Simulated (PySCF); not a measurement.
C3H6FNSi, SMILES [C@@H](C#C)(N)[SiH2]F.

Geometry: ωB97X-D3(BJ)/def2-SVP. The structure was generated by enumeration; whether it is a known compound was not checked. The values are those of a single conformer.

Vertical ionisation energy (IE) and electron affinity (EA) in eV. Rows of orbital energies are one-electron estimates. Where ΔSCF, EOM or ADC give a negative EA the extra electron is unbound and the value depends on the basis.

```json
[
 {"level": "−ε(HOMO), −ε(LUMO), r2SCAN/def2-TZVP (PySCF)", "IE": "[?]", "EA": "[?]"},
 {"level": "−ε(HOMO), −ε(LUMO), PBE/def2-TZVP (PySCF)", "IE": "5.59", "EA": "1.07"}
]
```

**Question.** Complete the blanks. (An estimate is asked for; the answer gives what the named calculation found.)

**Answer.** 
- −ε(HOMO), −ε(LUMO), r2SCAN/def2-TZVP (PySCF), IE: 5.84
- −ε(HOMO), −ε(LUMO), r2SCAN/def2-TZVP (PySCF), EA: 0.73
